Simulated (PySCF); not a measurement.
CH₄F₂OSSi.

```xyz
10

C     -2.0653     0.6838     1.0650
O     -1.2121     0.8974    -0.0521
Si     0.0783    -0.0434    -0.4487
F     -0.3720    -1.5148    -0.9624
F      0.7801     0.7153    -1.6931
S      1.4171    -0.3955     1.1689
H     -1.4899     0.4090     1.9768
H     -2.8018    -0.1222     0.8574
H     -2.6188     1.6229     1.2634
H      1.5544     0.9400     1.4085
```
Charge 0, spin multiplicity 1.

Coordinates come from a PBE-D3(BJ)/def2-SVP optimisation. This is a generated structure with no PubChem entry under its InChIKey; it may be hypothetical. Other conformers were not sampled.

All values below come from PBE/pcSseg-1 (PySCF). Non-relativistic, no solvent.

Task: Give the absolute GIAO shielding of each atom: isotropic value and principal components (ppm). (The exact figures need the calculation; the answer reports its results.)

Result: 
```tsv
atom	σ(iso)	σ11	σ22	σ33	span
C1	122.7	93.7	97.1	177.5	83.8
O2	258.0	160.9	275.0	338.2	177.3
Si3	377.0	336.7	384.8	409.6	72.9
F4	286.6	233.7	243.9	382.1	148.4
F5	282.6	227.1	239.0	381.7	154.7
S6	708.4	619.6	638.4	867.4	247.8
H7	27.1	22.5	26.5	32.2	9.7
H8	27.1	22.9	24.7	33.7	10.8
H9	27.2	23.2	24.8	33.7	10.5
H10	30.5	23.2	27.4	41.1	17.9
```
